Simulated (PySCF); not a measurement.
C3H7ClSi, SMILES C=C(Cl)[SiH2]C.

Geometry: PBE-D3(BJ)/def2-SVP. The values are those of a single conformer.

Level of theory: PBE-D3(BJ)/def2-SVP (PySCF).

Frequencies are harmonic and unscaled.

```
mode  ν (cm⁻¹)  IR (km/mol)  moving atoms (share of kinetic energy)
----  --------  -----------  --------------------------------------
1           65          0.7        C 45 %, H 31 %, Cl 13 %, Si 11 %
2          134          0.8                 C 43 %, H 25 %, Cl 24 %
3          154          0.1                                  H 91 %
4          216          0.8        C 29 %, H 28 %, Si 23 %, Cl 20 %
5          323          4.3        C 36 %, H 28 %, Si 22 %, Cl 13 %
6          388          7.5                          C 65 %, H 27 %
7          482         11.8                          H 84 %, Si 9 %
8          525         10.9        C 42 %, Cl 28 %, H 16 %, Si 15 %
9          656         14.0                          H 67 %, C 24 %
10         672          4.8                          H 71 %, C 24 %
11         693          8.7                 H 68 %, C 18 %, Si 13 %
12         738         43.3                 H 68 %, C 16 %, Si 15 %
13         758         17.0                  C 50 %, H 35 %, Cl 9 %
14         856         28.6                          H 78 %, C 17 %
15         869        215.6                 H 77 %, Si 13 %, C 10 %
16         875         41.3                          H 73 %, C 27 %
17         909         79.6                                  H 95 %
18        1059         22.3                          C 55 %, H 43 %
19        1213         19.2                          H 79 %, C 21 %
20        1334          8.9                          H 87 %, C 13 %
21        1380          6.0                                  H 96 %
22        1387          2.4                                  H 96 %
23        1616         17.6                           C 91 %, H 9 %
24        2156         98.8                                  H 97 %
25        2164        105.3                                  H 96 %
26        2981          2.1                                  H 97 %
27        3071          0.8                                  H 95 %
28        3086          2.1                           H 91 %, C 9 %
29        3087          1.1                           H 91 %, C 9 %
30        3174          0.6                          H 89 %, C 11 %
```
